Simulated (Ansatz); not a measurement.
`[CH3][Sn]([CH3])([CH3])[NH2]` at its PBE0-D4/def2-TZVP geometry, where that method's forces vanish. Charge 0, multiplicity 1. Sn: def2 effective core potential.

| atom | x (Å) | y (Å) | z (Å) |
| --- | --- | --- | --- |
| C1 | 1.214 | -1.700 | -0.057 |
| Sn2 | -0.110 | -0.007 | 0.022 |
| C3 | -0.215 | 0.962 | -1.881 |
| C4 | 0.458 | 1.326 | 1.595 |
| N5 | -2.035 | -0.537 | 0.450 |
| H6 | 0.883 | -2.401 | -0.824 |
| H7 | 2.230 | -1.379 | -0.293 |
| H8 | 1.225 | -2.215 | 0.905 |
| H9 | -0.924 | 1.790 | -1.832 |
| H10 | 0.763 | 1.350 | -2.169 |
| H11 | -0.549 | 0.260 | -2.647 |
| H12 | -0.240 | 2.163 | 1.636 |
| H13 | 1.464 | 1.712 | 1.426 |
| H14 | 0.442 | 0.808 | 2.555 |
| H15 | -2.457 | -1.147 | -0.239 |
| H16 | -2.148 | -0.985 | 1.351 |

Task: For each bond, give half the difference of the two atoms' forces along it (eV/Å; positive pushes the atoms apart) under PBE-D4, r2SCAN-D4, B3LYP-D4, ωB97M-V in def2-TZVPP. (Best estimate.)

Result: Ansatz gave: 
| bond | length (Å) | PBE-D4 | r2SCAN-D4 | B3LYP-D4 | ωB97M-V |
| --- | --- | --- | --- | --- | --- |
| C1–Sn2 | 2.151 | -0.01 | 0.04 | 0.12 | -0.02 |
| C1–H6 | 1.091 | 0.09 | -0.03 | -0.08 | -0.03 |
| C1–H8 | 1.091 | 0.09 | -0.03 | -0.08 | -0.03 |
| Sn2–C3 | 2.139 | 0.03 | 0.04 | 0.13 | -0.02 |
| Sn2–C4 | 2.139 | 0.03 | 0.04 | 0.13 | -0.02 |
| Sn2–N5 | 2.042 | 0.14 | 0.06 | 0.16 | 0.01 |
| C3–H9 | 1.090 | 0.09 | -0.03 | -0.08 | -0.04 |
| C3–H10 | 1.091 | 0.09 | -0.02 | -0.08 | -0.04 |
| C3–H11 | 1.091 | 0.09 | -0.03 | -0.08 | -0.04 |
| C4–H12 | 1.090 | 0.09 | -0.03 | -0.08 | -0.04 |
| C4–H13 | 1.091 | 0.09 | -0.02 | -0.08 | -0.04 |
| C4–H14 | 1.091 | 0.09 | -0.03 | -0.08 | -0.04 |
| N5–H15 | 1.012 | 0.22 | 0.02 | -0.05 | -0.02 |
| N5–H16 | 1.012 | 0.22 | 0.02 | -0.05 | -0.02 |

B3LYP here is the variant with VWN-RPA as its local correlation; programs differ in this.
